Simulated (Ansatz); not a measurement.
Wavefunction ladder for C₂H₆SeZn, SMILES `[CH3][Zn][Se]C`

```
atom   x (Å)   y (Å)   z (Å)
  C1   0.819  -0.582  -2.300
 Zn2   0.155   0.484  -0.822
 Se3  -0.629   1.760   0.920
  C4  -0.773   0.358   2.293
  H5   1.044  -1.597  -1.967
  H6   0.076  -0.640  -3.098
  H7   1.733  -0.145  -2.709
  H8   0.199  -0.084   2.500
  H9  -1.484  -0.408   1.993
 H10  -1.139   0.854   3.190
```

Charge 0, multiplicity 1. For Zn the d shell is correlated and the shells below it are frozen. Correlated methods include outer-core shells of Se, which these sets cover unevenly. Scalar relativity is left out up to krypton. The structure was optimised at the PBE0-D4/def2-TZVP level. It is one conformer, not always the lowest. Frozen core, restricted reference, Ansatz 0.2.0.

```json
{"basis": "def2-SVP", "HF (Eh)": "-4256.30137", "MP2 corr.": "-0.83383", "CCSD corr.": "?", "(T)": "-0.02413", "CCSD(T) total": "?"}
{"basis": "def2-TZVPP", "HF (Eh)": "?", "MP2 corr.": "?", "CCSD corr.": "-1.12463", "(T)": "-0.04057", "CCSD(T) total": "?"}
{"basis": "def2-QZVPP", "HF (Eh)": "-4257.02525", "MP2 corr.": "?", "CCSD corr.": "–", "(T)": "–", "CCSD(T) total": "–"}
```

Q: Fill in the withheld values. (An estimate is asked.)

A: Computed: def2-SVP CCSD corr.: -0.84624; def2-SVP CCSD(T) total: -4257.17174; def2-TZVPP HF (Eh): -4256.93253; def2-TZVPP MP2 corr.: -1.14225; def2-TZVPP CCSD(T) total: -4258.09773; def2-QZVPP MP2 corr.: -1.50527.
